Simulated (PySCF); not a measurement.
**Te (tellurium, neutral) across methods**

[Kr] 4d10 5s1 5p5, high-spin 3P determinant (an excited configuration). All numbers are calculated (PySCF 2.14, scalar relativity through the core potential, in aug-cc-pVQZ-PP with one added diffuse shell each of s, p, d, f, g type with ECP28MDF (8s8p6d4f3g, 117 functions)).

| method | E (hartree) | mean ε 5s α (eV) | mean ε 5p α (eV) | mean ε 5p β (eV) | Σ⟨r²⟩ (bohr²) | ⟨S²⟩ |
| --- | --- | --- | --- | --- | --- | --- |
| wB97X-V | -267.6085 | -21.497 | -10.456 | -8.627 | 61.35 | 2.008 |
| M06-2X | -267.5817 | -20.908 | -9.592 | -6.997 | 61.94 | 2.028 |
| r2SCAN | -267.7458 | -17.476 | -7.522 | -5.903 | 61.16 | 2.016 |
| PBE0 | -267.6475 | -18.659 | -8.297 | -6.569 | 61.38 | 2.010 |
| UHF | -266.63990 | -24.167 | -11.389 | -7.646 | 63.15 | 2.045 |
| LDA | -267.2422 | -16.797 | -7.150 | -5.998 | 61.27 | 2.004 |
| PBE | -267.6339 | -16.601 | -7.069 | -5.832 | 61.42 | 2.006 |

(1) Estimate the same row for wB97X.

Energies and moments cover only the electrons outside the core potential.

Answers

(1) E (hartree) = -267.6699; mean ε 5s α (eV) = -21.459; mean ε 5p α (eV) = -10.442; mean ε 5p β (eV) = -8.592; Σ⟨r²⟩ (bohr²) = 61.42; ⟨S²⟩ = 2.008.
